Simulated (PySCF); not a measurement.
**Computed properties of 1,3-oxasiletane-2,4-dione (C2H2O3Si), SMILES O=C1OC(=O)[SiH2]1**

C2H2O3Si, SMILES O=C1OC(=O)[SiH2]1. Geometry: B3LYP-D3(BJ)/def2-SVP. One conformer was computed; it need not be the lowest. All values are computed for the isolated molecule unless a solvent is named; none is compared with measurement here.

**Structure.** The optimised structure has C2v symmetry. All 18 harmonic modes at B3LYP-D3(BJ)/def2-SVP (PySCF) are real, so it is a minimum. With heavy atoms numbered as in [O:1]=[C:2]1[O:3][C:4](=[O:5])[SiH2:6]1, the shortest bond between them is O1–C2 at 1.185 Å and the longest C4–Si6 at 1.943 Å.

**Vibrations.** The strongest infrared lines (harmonic, unscaled, degenerate partners summed) lie at 1890 cm⁻¹ (603 km/mol, C 59 %, O 41 %), 851 cm⁻¹ (418 km/mol, O 38 %, C 33 %, H 23 %), 1131 cm⁻¹ (150 km/mol, C 58 %, O 41 %). The softest mode is at 135 cm⁻¹ and the zero-point energy is 24.2 kcal/mol.

**Electronic structure.** HF/def2-TZVP (PySCF) places the frontier levels at -11.70 and 1.59 eV, a gap of 13.29 eV, and gives a dipole moment of 4.81 D and a mean polarisability of 50.0 bohr³. PBE/def2-TZVP (PySCF) at the same geometry gives -6.54 and -2.85 eV, so its gap is 9.60 eV narrower. An orbital gap is neither the optical nor the fundamental gap.

**Excitations.** TDA-ωB97X/def2-SVPD (PySCF) has S1 at 4.67 eV (265 nm, f = 0.000, dark); the most intense of the 10 singlets computed lies at 8.04 eV (f = 0.12). T1 (TDA) is at 4.09 eV, 0.58 eV under S1. TDA-PBE/def2-SVPD (PySCF) puts S1 at 3.87 eV. No vertical singlet excitation falls in the visible range (under 3.1 eV).

**NMR.** GIAO shifts at PBE0/pcSseg-1 (PySCF) (non-relativistic, atoms alike by connectivity averaged): ¹³C at 180.0 ppm against TMS; ¹H at 5.7 ppm against TMS; ²⁹Si at -21.2 ppm against TMS.

**Solvation.** SMD-PBE0/def2-SVP (PySCF) gives -3.7 kcal/mol in water, -6.4 kcal/mol in acetone, -5.5 kcal/mol in acetonitrile (1 M in both phases, gas-phase geometry); of these solvents acetone holds the molecule best.
